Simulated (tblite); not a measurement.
Record of a relaxation.

C7H13B2N.
SMILES with atom numbers: `[CH3:1][B:2]([CH3:3])[C:4]1=[CH:5][CH:6]=[C:7]([CH3:8])[BH:9][NH:10]1` (hydrogens: H11, H12, H13 on C1; H14, H15, H16 on C3; H17 on C5; H18 on C6; H19, H20, H21 on C8; H22 on B9; H23 on N10)

Computed with GFN2-xTB (tblite), gas phase: L-BFGS steps from a force-field or distance-geometry start until the largest atomic force falls under 0.01 eV/Å. 7 of its 88 geometries are shown.

Step 0: E = -734.0129 eV, largest atomic force 4.034 eV/Å
```
atom  x, y, z in Å  |  force x, y, z in eV/Å
C1     -3.113   -0.956   -0.189   -0.575   0.243  -0.122
B2     -2.069    0.206    0.032    0.030  -0.189  -1.414
C3     -2.517    1.703   -0.266    1.375   0.001   0.577
C4     -0.517   -0.071    0.033   -1.944  -3.323  -1.206
C5      0.247    0.903    0.482    2.980   1.992   0.861
C6      1.697    0.833    0.545   -2.037   2.030   0.597
C7      2.358   -0.247    0.171    0.177  -2.179  -1.082
C8      3.841   -0.241    0.284    0.818   0.874  -0.651
B9      1.564   -1.490   -0.356   -2.566   0.579   1.410
N10     0.027   -1.316   -0.393    3.051   0.861   0.481
H11    -2.870   -1.754    0.506   -0.457  -0.254  -0.049
H12    -3.011   -1.370   -1.221   -0.154   0.320   0.774
H13    -4.177   -0.597   -0.061    1.141  -0.692  -0.106
H14    -3.488    1.770   -0.761    0.352   0.357   0.368
H15    -1.685    2.129   -0.893   -1.206   0.011   0.398
H16    -2.459    2.237    0.719   -0.544  -0.080  -1.032
H17    -0.216    1.835    0.803    0.240  -0.316  -0.022
H18     2.230    1.716    0.927   -0.309  -0.295  -0.062
H19     4.211   -1.111    0.822    0.051   0.183  -0.010
H20     4.303   -0.227   -0.736   -0.303  -0.223   0.717
H21     4.155    0.721    0.760    0.016  -0.905  -0.092
H22     2.047   -2.557   -0.198   -0.301   0.077  -0.770
H23    -0.561   -2.089   -0.728    0.166   0.926   0.437
```

Step 14: E = -735.1580 eV, largest atomic force 0.161 eV/Å
```
atom  x, y, z in Å  |  force x, y, z in eV/Å
C1     -3.085   -0.996   -0.211   -0.055  -0.083  -0.030
B2     -2.026    0.177   -0.146   -0.057   0.019  -0.009
C3     -2.500    1.680   -0.304   -0.019   0.075  -0.005
C4     -0.503   -0.063    0.044    0.069   0.035  -0.090
C5      0.294    0.968    0.492   -0.033  -0.036   0.034
C6      1.687    0.868    0.590    0.066  -0.042  -0.059
C7      2.353   -0.277    0.244    0.046  -0.020   0.016
C8      3.852   -0.262    0.286    0.108  -0.019  -0.045
B9      1.514   -1.478   -0.196   -0.066   0.050   0.003
N10     0.125   -1.242   -0.269    0.017  -0.074   0.074
H11    -2.907   -1.814    0.483    0.119   0.033   0.099
H12    -3.081   -1.454   -1.200    0.025   0.058  -0.099
H13    -4.102   -0.646   -0.042    0.016   0.009  -0.008
H14    -3.496    1.798   -0.724   -0.043  -0.071   0.049
H15    -1.822    2.277   -0.911    0.017  -0.058  -0.063
H16    -2.506    2.165    0.673   -0.111  -0.049   0.030
H17    -0.177    1.889    0.786    0.001   0.104  -0.013
H18     2.228    1.753    0.912    0.034  -0.051   0.040
H19     4.247   -1.133    0.806   -0.047  -0.015   0.043
H20     4.251   -0.289   -0.727   -0.021  -0.059  -0.086
H21     4.235    0.643    0.758   -0.032  -0.043   0.074
H22     1.904   -2.554   -0.473    0.052   0.152   0.005
H23    -0.487   -1.980   -0.591   -0.088   0.085   0.039
```

Step 29: E = -735.2098 eV, largest atomic force 0.122 eV/Å
```
atom  x, y, z in Å  |  force x, y, z in eV/Å
C1     -3.012   -1.019   -0.224    0.036   0.029  -0.001
B2     -2.017    0.210   -0.149    0.019   0.089   0.014
C3     -2.589    1.677   -0.307   -0.020   0.024  -0.015
C4     -0.486    0.017    0.044    0.007   0.050   0.039
C5      0.330    1.039    0.478    0.073   0.041  -0.048
C6      1.724    0.892    0.604   -0.001  -0.026   0.031
C7      2.356   -0.266    0.237    0.041   0.048   0.004
C8      3.854   -0.335    0.287   -0.018   0.017   0.000
B9      1.492   -1.439   -0.215    0.001   0.069   0.018
N10     0.109   -1.189   -0.234   -0.046   0.016   0.008
H11    -2.764   -1.828    0.462    0.009   0.002   0.009
H12    -3.006   -1.450   -1.226    0.017   0.019  -0.012
H13    -4.038   -0.716   -0.028   -0.003  -0.067   0.012
H14    -3.591    1.700   -0.729   -0.026   0.002   0.025
H15    -1.960    2.317   -0.924    0.017  -0.033   0.010
H16    -2.645    2.164    0.668   -0.027  -0.040  -0.009
H17    -0.110    1.996    0.717    0.000  -0.070   0.014
H18     2.293    1.736    0.991   -0.053  -0.048  -0.099
H19     4.178   -1.234    0.814    0.007   0.091  -0.006
H20     4.249   -0.395   -0.730   -0.015  -0.014   0.055
H21     4.276    0.549    0.767    0.033  -0.099   0.013
H22     1.904   -2.490   -0.529   -0.050  -0.048   0.007
H23    -0.550   -1.909   -0.491   -0.001  -0.052  -0.069
```

Step 44: E = -735.2268 eV, largest atomic force 0.052 eV/Å
```
atom  x, y, z in Å  |  force x, y, z in eV/Å
C1     -2.957   -1.030   -0.216    0.011   0.013  -0.008
B2     -2.022    0.245   -0.130    0.006  -0.003  -0.028
C3     -2.647    1.688   -0.294    0.010  -0.017   0.004
C4     -0.486    0.064    0.040   -0.012  -0.001  -0.017
C5      0.352    1.073    0.458   -0.013   0.005   0.002
C6      1.743    0.904    0.574   -0.010   0.041  -0.031
C7      2.359   -0.272    0.239   -0.010   0.032   0.001
C8      3.854   -0.377    0.308   -0.003   0.000   0.003
B9      1.469   -1.427   -0.209    0.002   0.005  -0.008
N10     0.093   -1.146   -0.251   -0.019  -0.017   0.015
H11    -2.650   -1.842    0.444   -0.015   0.005  -0.020
H12    -2.926   -1.421   -1.236   -0.002  -0.019   0.011
H13    -4.002   -0.810   -0.009    0.018   0.004   0.018
H14    -3.646    1.672   -0.726    0.004  -0.002   0.026
H15    -2.032    2.344   -0.908    0.006   0.003   0.029
H16    -2.733    2.170    0.680   -0.003  -0.005  -0.007
H17    -0.082    2.028    0.713    0.025   0.010  -0.010
H18     2.321    1.756    0.915    0.036  -0.007   0.007
H19     4.150   -1.277    0.843   -0.006   0.004   0.031
H20     4.264   -0.456   -0.699   -0.015   0.004  -0.013
H21     4.301    0.491    0.792   -0.005  -0.005   0.017
H22     1.842   -2.496   -0.512    0.006  -0.027   0.001
H23    -0.568   -1.855   -0.534   -0.011  -0.022  -0.024
```

Step 58: E = -735.2316 eV, largest atomic force 0.058 eV/Å
```
atom  x, y, z in Å  |  force x, y, z in eV/Å
C1     -2.935   -1.035   -0.226   -0.028  -0.020   0.001
B2     -2.015    0.251   -0.149    0.002  -0.029  -0.021
C3     -2.661    1.684   -0.264    0.003   0.016  -0.006
C4     -0.479    0.084   -0.002    0.000  -0.021   0.011
C5      0.359    1.097    0.408    0.004  -0.001  -0.015
C6      1.748    0.920    0.533    0.009  -0.007   0.015
C7      2.354   -0.270    0.237   -0.015  -0.022  -0.051
C8      3.844   -0.390    0.336   -0.002  -0.004   0.003
B9      1.465   -1.426   -0.210   -0.014  -0.038   0.000
N10     0.094   -1.133   -0.277   -0.001  -0.010  -0.007
H11    -2.604   -1.841    0.427   -0.009  -0.016   0.008
H12    -2.936   -1.435   -1.241    0.025   0.012  -0.015
H13    -3.973   -0.822    0.014   -0.035   0.002   0.025
H14    -3.660    1.668   -0.693   -0.027   0.008   0.009
H15    -2.055    2.367   -0.852    0.006   0.052   0.001
H16    -2.752    2.127    0.728   -0.010   0.014   0.013
H17    -0.067    2.058    0.651   -0.002   0.006  -0.019
H18     2.341    1.764    0.868   -0.009   0.047   0.007
H19     4.110   -1.287    0.892    0.042  -0.002   0.014
H20     4.269   -0.486   -0.663    0.019  -0.017   0.001
H21     4.290    0.478    0.817    0.021   0.007   0.024
H22     1.828   -2.509   -0.486    0.017   0.037   0.005
H23    -0.571   -1.837   -0.566    0.006  -0.011  -0.001
```

Step 72: E = -735.2372 eV, largest atomic force 0.022 eV/Å
```
atom  x, y, z in Å  |  force x, y, z in eV/Å
C1     -2.939   -1.033   -0.230   -0.008  -0.004  -0.007
B2     -2.015    0.253   -0.178   -0.010  -0.001   0.015
C3     -2.670    1.690   -0.218    0.005  -0.005   0.000
C4     -0.474    0.082   -0.068   -0.003   0.002   0.011
C5      0.364    1.104    0.323    0.003  -0.002  -0.006
C6      1.751    0.929    0.478    0.004   0.005  -0.005
C7      2.359   -0.270    0.225    0.002   0.006   0.017
C8      3.845   -0.399    0.378   -0.004   0.000  -0.004
B9      1.472   -1.432   -0.214    0.002   0.013  -0.010
N10     0.102   -1.140   -0.314    0.000   0.003   0.002
H11    -2.590   -1.842    0.411   -0.001   0.005  -0.002
H12    -2.964   -1.429   -1.246    0.008   0.003  -0.012
H13    -3.972   -0.826    0.041    0.003   0.017   0.003
H14    -3.673    1.692   -0.640    0.008  -0.015   0.009
H15    -2.078    2.421   -0.763    0.002  -0.005   0.008
H16    -2.763    2.067    0.802   -0.005  -0.002  -0.011
H17    -0.062    2.073    0.531    0.001  -0.006  -0.003
H18     2.333    1.784    0.805    0.000   0.002  -0.007
H19     4.090   -1.282    0.966    0.006   0.016  -0.004
H20     4.304   -0.524   -0.603    0.008  -0.009   0.013
H21     4.285    0.478    0.854   -0.017  -0.013  -0.005
H22     1.846   -2.517   -0.459   -0.002  -0.013  -0.010
H23    -0.557   -1.852   -0.598   -0.002   0.004   0.008
```

Step 87: E = -735.2382 eV, largest atomic force 0.010 eV/Å
```
atom  x, y, z in Å  |  force x, y, z in eV/Å
C1     -2.940   -1.031   -0.234   -0.003   0.002  -0.003
B2     -2.012    0.252   -0.171    0.004  -0.004   0.003
C3     -2.674    1.686   -0.200   -0.004  -0.004  -0.004
C4     -0.472    0.083   -0.070    0.002   0.003   0.002
C5      0.370    1.108    0.303    0.002   0.001   0.005
C6      1.756    0.933    0.458   -0.001   0.002  -0.003
C7      2.361   -0.271    0.219    0.003   0.005  -0.001
C8      3.845   -0.401    0.390    0.005   0.000   0.001
B9      1.474   -1.433   -0.221   -0.003   0.008   0.001
N10     0.104   -1.141   -0.315   -0.001   0.004   0.002
H11    -2.596   -1.848    0.400   -0.002   0.002  -0.004
H12    -2.964   -1.415   -1.255    0.002  -0.003  -0.004
H13    -3.971   -0.818    0.037   -0.006  -0.005   0.001
H14    -3.674    1.679   -0.628   -0.008   0.005   0.001
H15    -2.086    2.426   -0.738    0.007   0.002   0.004
H16    -2.778    2.054    0.821    0.001   0.000   0.000
H17    -0.055    2.080    0.502    0.000  -0.003   0.001
H18     2.340    1.791    0.775   -0.002  -0.006  -0.002
H19     4.082   -1.275    0.995    0.000  -0.005   0.001
H20     4.319   -0.543   -0.582   -0.002  -0.009  -0.004
H21     4.279    0.481    0.859   -0.004   0.007  -0.003
H22     1.845   -2.517   -0.471    0.004  -0.003   0.004
H23    -0.558   -1.853   -0.590    0.005  -0.001   0.003
```

Q: Summarise the path.

A: The energy falls by 28.26 kcal/mol from step 0 to step 87; nine tenths of that is first reached at step 10. It falls at every step. The largest force goes from 4.034 to 0.010 eV/Å. Among the bonds B9–N10 changes most, from 1.547 to 1.404 Å; the atoms move by 0.275 Å rms after alignment.

The cost below is that of the whole relaxation. The run took 2.3 s on an AMD EPYC with one thread, on a shared host.
